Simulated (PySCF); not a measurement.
B3LYP has the VWN-RPA correlation part, as in Gaussian. 

```xyz
4

Ge     0.0012     0.0016     0.3523
H     -0.2980     1.4346    -0.1228
H     -1.0945    -0.9758    -0.1093
H      1.3912    -0.4604    -0.1202
```

Charge 0, multiplicity 2.

### Question
Give the Mulliken and meta-Löwdin atomic charges from B3LYP-D3(BJ)/def2-TZVP // PBE0-D4/def2-TZVP run with PySCF.

### Answer

```csv
atom,Mulliken (e),meta-Löwdin (e)
Ge1,0.01,0.13
H2,0.00,-0.04
H3,0.00,-0.04
H4,0.00,-0.04
```
